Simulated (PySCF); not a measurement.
Species: InEt2Cl, C₄H₁₀ClIn.
Bonds: In1–C2, In1–C9, In1–Cl16, C2–C3, C9–C10. Hydrogens: H4, H5 on C2; H6, H7, H8 on C3; H11, H12 on C9; H13, H14, H15 on C10.

Computed by this run: PySCF 2.14.0, PBE0-D3(BJ)/def2-SVP geometry optimisation, gas phase, def2 core potentials past Kr; density fitting, grid level 1; the optimiser is geomeTRIC in internal coordinates, started from a GFN2-xTB structure with every atom displaced at random (about 0.03 Å).

Step 0: E = -21992.0936 eV
```
atom  x, y, z in Å  |  force x, y, z in eV/Å
In1    -0.2463   -0.6566   -0.0465    0.161   2.972   0.127
C2      1.9425   -0.8862   -0.0941    0.254   1.123  -1.574
C3      2.4356   -1.1584    1.2805    3.043   1.623  -0.184
H4      2.5074    0.0335   -0.5213   -1.155  -1.233   0.442
H5      2.1379   -1.7350   -0.7873   -0.012   0.285   0.273
H6      3.5648   -1.2945    1.2675   -0.815   0.007  -0.049
H7      2.3251   -0.3216    1.9802   -0.406   0.131   0.111
H8      2.0809   -2.0308    1.7107   -1.182  -2.136   1.132
C9     -1.6875    1.2563    0.1386    0.681  -2.100  -2.730
C10    -2.3629    1.4959   -1.2260   -1.821   0.342   0.814
H11    -1.1073    2.0833    0.4254    1.100   1.423   0.653
H12    -2.4025    1.0159    0.8719   -1.120  -0.439   1.380
H13    -3.1232    2.3825   -1.2070    1.083  -1.286   0.137
H14    -1.6681    1.7399   -2.0075    0.741   0.214  -0.668
H15    -2.9423    0.5994   -1.5749    0.308   0.545   0.262
Cl16   -1.4885   -2.5575   -0.1440   -0.859  -1.470  -0.128
```

Step 1: E = -21992.7801 eV
```
atom  x, y, z in Å  |  force x, y, z in eV/Å
In1    -0.2835   -0.5660   -0.0565    0.006   0.874   0.110
C2      1.8810   -0.8244   -0.1142   -0.155  -0.164  -0.122
C3      2.4206   -1.1194    1.2750    0.877   0.115   0.079
H4      2.3764    0.0623   -0.5467   -0.213   0.002   0.038
H5      2.0648   -1.6616   -0.8067    0.052  -0.012   0.063
H6      3.5236   -1.2600    1.2528   -0.197  -0.039  -0.089
H7      2.2819   -0.2829    1.9793   -0.250  -0.048   0.028
H8      2.0232   -2.0380    1.7227   -0.240  -0.052   0.064
C9     -1.6190    1.2027    0.1252    0.434  -0.767  -0.409
C10    -2.2998    1.4451   -1.2124   -0.409   0.267  -0.015
H11    -1.0032    2.0550    0.4341   -0.024   0.119   0.164
H12    -2.3450    0.9445    0.9044   -0.051   0.114   0.176
H13    -3.0186    2.2905   -1.1577    0.132  -0.137   0.005
H14    -1.5912    1.6997   -2.0143    0.085  -0.013  -0.031
H15    -2.8798    0.5697   -1.5496    0.047   0.014   0.022
Cl16   -1.5659   -2.5514   -0.1689   -0.095  -0.274  -0.083
```

Step 2: E = -21992.8355 eV
```
atom  x, y, z in Å  |  force x, y, z in eV/Å
In1    -0.2660   -0.4914   -0.0519    0.248  -0.085   0.001
C2      1.8758   -0.8234   -0.1073   -0.087  -0.230   0.066
C3      2.4342   -1.1200    1.2806    0.121   0.031   0.048
H4      2.3600    0.0571   -0.5501    0.002   0.109  -0.038
H5      2.0449   -1.6700   -0.7907    0.012   0.004   0.001
H6      3.5244   -1.2916    1.2513   -0.006  -0.022  -0.030
H7      2.2784   -0.2813    1.9796   -0.046  -0.041   0.021
H8      1.9860   -2.0212    1.7300   -0.024   0.046  -0.005
C9     -1.5932    1.1853    0.1115   -0.062   0.023  -0.092
C10    -2.3089    1.4320   -1.2120   -0.044   0.075  -0.023
H11    -0.9981    2.0550    0.4300   -0.110   0.047   0.040
H12    -2.3073    0.9311    0.9098    0.004   0.094   0.038
H13    -3.0290    2.2622   -1.1383   -0.040   0.070   0.029
H14    -1.6112    1.6950   -2.0249   -0.005  -0.023   0.026
H15    -2.8796    0.5497   -1.5407    0.014  -0.032   0.003
Cl16   -1.5446   -2.5026   -0.2103    0.021  -0.064  -0.083
```

Problem. Estimate the geometry and energy of step 3. (The exact step hangs on the optimiser's Hessian estimate; all steps are aligned on step 2, rigid shifts and turns removed.)

Solution. E = -21992.8507 eV, largest force 0.240 eV/Å
```
atom  x, y, z in Å  |  force x, y, z in eV/Å
In1    -0.2230   -0.4541   -0.0544   -0.132  -0.027  -0.016
C2      1.9031   -0.8485   -0.0916    0.031  -0.106   0.160
C3      2.4673   -1.1425    1.2988   -0.239  -0.011   0.005
H4      2.3930    0.0241   -0.5444    0.071   0.071  -0.036
H5      2.0563   -1.7036   -0.7672   -0.028   0.001  -0.021
H6      3.5490   -1.3444    1.2643    0.061  -0.017   0.000
H7      2.3160   -0.2978    1.9916    0.050  -0.021   0.001
H8      1.9842   -2.0244    1.7568    0.080   0.064  -0.046
C9     -1.6060    1.2118    0.0918    0.007   0.032   0.021
C10    -2.3567    1.4427   -1.2167    0.126  -0.068  -0.020
H11    -1.0411    2.1066    0.4049   -0.061  -0.047  -0.028
H12    -2.3086    0.9643    0.9059    0.074  -0.010  -0.020
H13    -3.0871    2.2603   -1.1276   -0.062   0.090   0.036
H14    -1.6785    1.7096   -2.0457   -0.043  -0.017   0.042
H15    -2.9152    0.5459   -1.5249   -0.008  -0.027  -0.015
Cl16   -1.4871   -2.4837   -0.2752    0.075   0.091  -0.062
```

The energy changes by -0.0151 eV. The first-order estimate −F·Δx gives -0.0344 eV and the mean of the old and new forces, exact on a quadratic surface, -0.0191 eV. The step makes an angle of 71° with the force vector and moves no atom by more than 0.089 Å.

The cost below is that of the whole optimisation. Time: 3.8 min wall; peak memory 0.58 GiB. Hardware: one thread, Intel Xeon 6975P-C (x86_64), no GPU, shared host with 192 logical CPUs at a one-minute load of 19.
